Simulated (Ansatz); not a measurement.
The same path of CH6BOSi (10 atoms, charge 1, multiplicity 1) was run 3 times with different band settings. The coordinate that changes most is the dihedral B1–C2–O3–H7.

All numbers below come from RKS PBE0-D4/6-31G* in Ansatz.

Relaxed end points:

```xyz
10
Properties=species:S:1:pos:R:3
B -0.687 0.139 -0.980
C 0.356 0.256 -0.020
O 1.507 1.123 0.129
Si -0.526 -0.974 0.924
H -1.205 0.496 -1.986
H 1.327 2.041 -0.163
H 2.302 0.781 -0.333
H -1.464 -0.826 -0.460
H -1.461 -0.633 2.017
H -0.149 -2.402 0.872
```

```xyz
10
Properties=species:S:1:pos:R:3
B -0.655 0.090 -1.009
C 0.338 0.281 -0.009
O 1.592 1.003 0.043
Si -0.545 -0.946 0.937
H -1.065 0.298 -2.103
H 1.507 1.883 0.468
H 2.003 1.105 -0.841
H -1.500 -0.780 -0.433
H -1.496 -0.555 1.997
H -0.177 -2.379 0.950
```

Common settings: spring 5.0 eV/Å²; optimiser quadratic models (default); start path through a guess of the saddle point; force threshold 0.05 eV/Å; iteration limit 60; end points relaxed.

| run | movable images | climbing image |
| --- | --- | --- |
| 1 | 5 | yes |
| 2 | 3 | yes |
| 3 | 1 | no |

**Question.** What does each run give, and how far can it be trusted?

**Answer.** Run 1: converged after 52 iterations, highest image 0.072 eV above the first end. A vibrational analysis at the climbing image gives one clearly imaginary mode, 167i cm⁻¹: a first-order saddle point.
Run 2: converged after 42 iterations, highest image 0.072 eV above the first end. Another band between the same ends (5 images) ends at a top of the same energy, where a vibrational analysis finds 1 clearly imaginary mode. So few images can step over the top or miss a turn of the path.
Run 3: converged after 21 iterations, highest image 0.002 eV above the first end. The top lies less than 8 meV above the higher end, about what the thresholds resolve: that end is a shoulder or a very shallow well. No image climbed, so the highest image needn't sit at the top of the path. A band with more images between the same ends climbed to 0.07 eV, so this one has probably stepped over the top. So few images can step over the top or miss a turn of the path.
Limits of this set-up: the dipole of an ion depends on the origin.
